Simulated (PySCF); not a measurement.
```xyz
9

C      2.2728     0.8464     0.2959
C      1.2550     0.1997     0.2458
Si    -0.3074    -0.7650     0.1718
N     -1.7468     0.1630     0.2893
H      3.1714     1.4142     0.3397
H     -0.2814    -1.7155     1.3020
H     -0.3197    -1.4672    -1.1275
H     -2.0349     0.7466    -0.4809
H     -2.0089     0.5779     1.1701
```

Charge 0, multiplicity 1.

### Question
Give the Mulliken and meta-Löwdin atomic charges from PBE-D3(BJ)/def2-TZVP // B3LYP-D3(BJ)/def2-TZVP (PySCF).

### Answer

```csv
atom,Mulliken (e),meta-Löwdin (e)
C1,-0.18,-0.16
C2,-0.10,-0.30
Si3,0.28,0.72
N4,-0.57,-0.72
H5,0.16,0.17
H6,-0.03,-0.09
H7,-0.03,-0.09
H8,0.23,0.24
H9,0.23,0.24
```
